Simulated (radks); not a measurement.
Pd17+, 29 electrons, occupied as [Ar] 3d10 4s1.

All-electron calculation, scalar-relativistic Kohn-Sham, PBEsol, spin-polarised, spherical densities, finite nucleus; open shells are filled with parallel spins first (spin-orbit coupling, left out, can overturn this in heavy ions); Fermi nuclear charge, rms radius 4.5318 fm. Program: a radial shooting solver on a logarithmic mesh with Libxc functionals.

Energy parts (eV):
part                       energy
total                 -134208.206
kinetic                139302.641
electron-nucleus      -310950.286
Hartree                 40897.523
exchange-correlation    -3458.084

Orbitals (lengths in bohr, moments of r in powers of bohr; r(90%) holds 90 % of the orbital's charge):
| orbital | occ. | eigenvalue (eV) | r(90%) |
|---|---|---|---|
| 1s up | 1 | -24601.14 | 0.0572 |
| 1s down | 1 | -24600.72 | 0.0572 |
| 2s up | 1 | -3966.072 | 0.214 |
| 2s down | 1 | -3965.785 | 0.214 |
| 2p up | 3 | -3603.565 | 0.196 |
| 2p down | 3 | -3603.274 | 0.196 |
| 3s up | 1 | -1055.467 | 0.552 |
| 3s down | 1 | -1054.859 | 0.551 |
| 3p up | 3 | -935.8458 | 0.560 |
| 3p down | 3 | -935.2021 | 0.560 |
| 3d up | 5 | -747.2328 | 0.549 |
| 3d down | 5 | -746.6083 | 0.548 |
| 4s up | 1 | -447.5518 | 1.15 |
| 4s down | 0 | -443.2502 | 1.15 |

The highest occupied level is 4s up at -447.55 eV. The density falls to 0.001 e/bohr^3 at r = 1.61 bohr. For comparison, the ionisation energy in NIST's Atomic Spectra Database is 457.5 eV (semi-empirical). In exact Kohn-Sham theory the highest level is minus the ionisation energy, but local and semilocal functionals leave it too shallow, through self-interaction and a potential that decays too fast; potentials with the right tail come closer. Spin moment in Bohr magnetons: 1.
